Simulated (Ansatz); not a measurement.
Reaction (ligand exchange at the Si–N bond): `[SiH3]N([SiH3])[Si]Br` + HBr → `Br[Si]Br` + `[SiH3]N[SiH3]`

Program: Ansatz. Geometries: PBE0-D4/def2-TZVP. ΔE: electronic, gas phase. CCSD(T)/CBS is the MP2 limit (def2-TZVPP, def2-QZVPP) plus CCSD(T) − MP2 in def2-TZVPP, frozen cores. This one scheme is used for every species. Functionals use def2-TZVPP. HSE06 is defined as in plane-wave codes. For Br outer-core shells are correlated without core-valence functions, which leaves a few kJ/mol of doubt a bond. Scalar relativity is left out up to krypton. Each species was taken in one conformer, which may not be the lowest.

`[SiH3]N([SiH3])[Si]Br`:

```xyz
11

Si   -1.617   -0.211   -0.550
N     0.129   -0.286   -0.369
Si    0.812    0.620    0.980
Si    0.984   -1.232   -1.526
Br    3.136   -0.953   -0.799
H    -2.285   -0.753    0.659
H    -2.055    1.191   -0.761
H    -1.968   -1.035   -1.736
H     1.494   -0.277    1.940
H    -0.355    1.252    1.657
H     1.724    1.685    0.506
```

HBr:

Cartesian coordinates in Å:
```
Br -0.452 -0.103 0.538
H 0.452 0.103 -0.538
```

`Br[Si]Br`:

Cartesian coordinates in Å:
```
Br -0.299 -1.663 0.646
Si 0.390 0.476 0.716
Br -0.090 1.187 -1.362
```

`[SiH3]N[SiH3]`:

Z-matrix (Å, degrees):
```
Si
N 1 1.726
H 1 1.490 2 112.6
H 1 1.484 2 107.4 3 119.9
H 1 1.489 2 110.9 3 -120.0
Si 2 1.726 1 128.9 3 -109.8
H 2 1.011 1 115.5 3 66.2
H 6 1.490 2 112.6 1 109.8
H 6 1.484 2 107.4 1 -10.1
H 6 1.488 2 110.9 1 -130.1
```

```json
{"level": "BLYP-D4", "ΔE (kJ/mol)": "-14.9", "difference from CCSD(T)/CBS": "-5.2"}
{"level": "B97M-V", "ΔE (kJ/mol)": "-17.7", "difference from CCSD(T)/CBS": "-8.0"}
{"level": "r2SCAN0-D4", "ΔE (kJ/mol)": "-16.6", "difference from CCSD(T)/CBS": "-6.9"}
{"level": "BHLYP-D4", "ΔE (kJ/mol)": "-12.9", "difference from CCSD(T)/CBS": "-3.2"}
{"level": "ωB97X-V", "ΔE (kJ/mol)": "-11.9", "difference from CCSD(T)/CBS": "-2.2"}
{"level": "ωB97M-V", "ΔE (kJ/mol)": "-12.2", "difference from CCSD(T)/CBS": "-2.5"}
{"level": "BLYP", "ΔE (kJ/mol)": "-34.9", "difference from CCSD(T)/CBS": "-25.2"}
{"level": "HSE06", "ΔE (kJ/mol)": "-25.3", "difference from CCSD(T)/CBS": "-15.6"}
{"level": "BHLYP", "ΔE (kJ/mol)": "-27.4", "difference from CCSD(T)/CBS": "-17.7"}
{"level": "LC-ωPBE", "ΔE (kJ/mol)": "-15.2", "difference from CCSD(T)/CBS": "-5.5"}
{"level": "RPA@PBE/def2-TZVPP", "ΔE (kJ/mol)": "-4.6", "difference from CCSD(T)/CBS": "5.1"}
{"level": "HF/def2-SVP", "ΔE (kJ/mol)": "-23.8", "difference from CCSD(T)/CBS": "-14.1"}
{"level": "CCSD(T)/def2-SVP", "ΔE (kJ/mol)": "-1.4", "difference from CCSD(T)/CBS": "8.3"}
{"level": "CCSD(T)/def2-TZVPP", "ΔE (kJ/mol)": "-4.8", "difference from CCSD(T)/CBS": "4.9"}
{"level": "HF/CBS(def2)", "ΔE (kJ/mol)": "-30.3", "difference from CCSD(T)/CBS": "-20.6"}
{"level": "CCSD/CBS(def2)", "ΔE (kJ/mol)": "-13.2", "difference from CCSD(T)/CBS": "-3.5"}
{"level": "CCSD(T)/CBS", "ΔE (kJ/mol)": "-9.7", "difference from CCSD(T)/CBS": "0"}
```

Largest T1 diagnostic among the species: 0.012.

At CCSD(T), def2-SVP lies +8.3 kJ/mol from the extrapolated value and def2-TZVPP +4.9 kJ/mol. From BLYP to BHLYP (50 % exact exchange), in def2-TZVPP and without D4, ΔE moves by +7.5 kJ/mol. In def2-TZVPP, CCSD(T) changes the Hartree–Fock value by +26.1 kJ/mol (the triples alone add +3.5 kJ/mol) and MP2 by +26.6 kJ/mol.
